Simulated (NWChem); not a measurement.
# CH₄S₂Zn; SMILES [S](C)[Zn][SH]

```xyz
8

Zn    -0.0787     0.6577     0.4498
S     -0.1049     2.8221     0.3683
H     -0.6350     2.9029    -0.8738
S     -0.0375    -1.4943     0.5369
C      1.6524    -1.8869    -0.1127
H      1.7841    -1.5364    -1.1385
H      1.7381    -2.9759    -0.1046
H      2.4366    -1.4726     0.5241
```
Atoms are numbered in this order, from 1.

Level: B3LYP/6-31G* (spherical d) (NWChem), optimised geometry, unscaled harmonic frequencies. 

```json
[
 {"frequency (cm⁻¹)": "58", "IR intensity (km/mol)": "4.3"},
 {"frequency (cm⁻¹)": "73", "IR intensity (km/mol)": "7.1"},
 {"frequency (cm⁻¹)": "109", "IR intensity (km/mol)": "5.5"},
 {"frequency (cm⁻¹)": "131", "IR intensity (km/mol)": "17.7"},
 {"frequency (cm⁻¹)": "164", "IR intensity (km/mol)": "2.0"},
 {"frequency (cm⁻¹)": "326", "IR intensity (km/mol)": "0.1"},
 {"frequency (cm⁻¹)": "454", "IR intensity (km/mol)": "56.2"},
 {"frequency (cm⁻¹)": "629", "IR intensity (km/mol)": "5.3"},
 {"frequency (cm⁻¹)": "688", "IR intensity (km/mol)": "7.2"},
 {"frequency (cm⁻¹)": "983", "IR intensity (km/mol)": "6.3"},
 {"frequency (cm⁻¹)": "998", "IR intensity (km/mol)": "10.6"},
 {"frequency (cm⁻¹)": "1393", "IR intensity (km/mol)": "22.2"},
 {"frequency (cm⁻¹)": "1513", "IR intensity (km/mol)": "7.7"},
 {"frequency (cm⁻¹)": "1515", "IR intensity (km/mol)": "6.2"},
 {"frequency (cm⁻¹)": "2663", "IR intensity (km/mol)": "8.7"},
 {"frequency (cm⁻¹)": "3077", "IR intensity (km/mol)": "28.8"},
 {"frequency (cm⁻¹)": "3162", "IR intensity (km/mol)": "5.0"},
 {"frequency (cm⁻¹)": "3162", "IR intensity (km/mol)": "5.1"}
]
```

| Item | Value |
|---|---|
| zero-point energy | 30.1 kcal/mol |
| thermal correction to the enthalpy at 298.15 K (with zero-point energy) | 35.4 kcal/mol |
| heat capacity Cv | 21.5 cal/(mol K) |
| entropy at 298.15 K and 1 atm (symmetry number 1) | 88.4 cal/(mol K) |
| dipole moment | 1.85 D |

Rigid rotor and harmonic oscillator; modes under 100 cm⁻¹ make the entropy uncertain.
